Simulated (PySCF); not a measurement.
Compound: 2-fluorobenzoyl chloride, C₇H₄ClFO.
Cartesian coordinates in Å at the GFN2-xTB level; atoms count from 1:
```xyz
14
C7H4ClFO angstrom
O      2.9730   -1.0107    0.1103
C      2.2996   -0.1399   -0.3485
Cl     3.0638    1.1010   -1.3325
C      0.8458   -0.0140   -0.1550
C      0.2543   -1.0115    0.6334
C     -1.0983   -1.0174    0.8981
C     -1.9077   -0.0177    0.3775
C     -1.3542    0.9788   -0.4040
C      0.0065    0.9793   -0.6661
F      0.4686    1.9756   -1.4299
H      0.8987   -1.7812    1.0302
H     -1.5244   -1.7983    1.5085
H     -2.9680   -0.0133    0.5782
H     -1.9584    1.7687   -0.8224
```

Definitions: NICS(0) = −σiso at the ring centroid; NICS(1) = −σiso and NICS(1)zz = −σzz at ±1 Å along the ring normal z. Level: GIAO PBE0/pcSseg-1 (PySCF, non-relativistic, gas phase) on the GFN2-xTB geometry, one conformer.

Ring bond lengths (Å), with Mayer bond orders in brackets: C4–C5 1.402 (1.38), C5–C6 1.378 (1.48), C6–C7 1.388 (1.40), C7–C8 1.382 (1.43), C8–C9 1.386 (1.45), C9–C4 1.397 (1.26).

Question: What do the NICS probes read (ppm)?

Answer: 
```csv
ring,type,NICS(0),"NICS(1), two faces","NICS(1)zz, two faces",rms pucker (Å),"centre to ring atoms, mean (Å)"
C4–C5–C6–C7–C8–C9,6-membered carbocycle; formal bonds all aromatic,-9.8,-11.1 / -11.1,-26.1 / -26.1,0.00,1.39
```

Question: What do they say, and how far can they be read as aromaticity?

Answer: 
- C4–C5–C6–C7–C8–C9: mean NICS(1)zz -26.1 ppm, shielded. The ring is flat and has no four-coordinate atom; by the NICS criterion it is aromatic.

Question: And the bond-length index? Use HOMA with the parameters of Krygowski (1993).

Answer: 
- C4–C5–C6–C7–C8–C9: HOMA 0.98 = 1 − EN − GEO, with mean bond length 1.389 Å, EN = α(Ropt − mean)² = 0.000 and GEO = α × variance = 0.018. The geometric and the magnetic index point the same way.
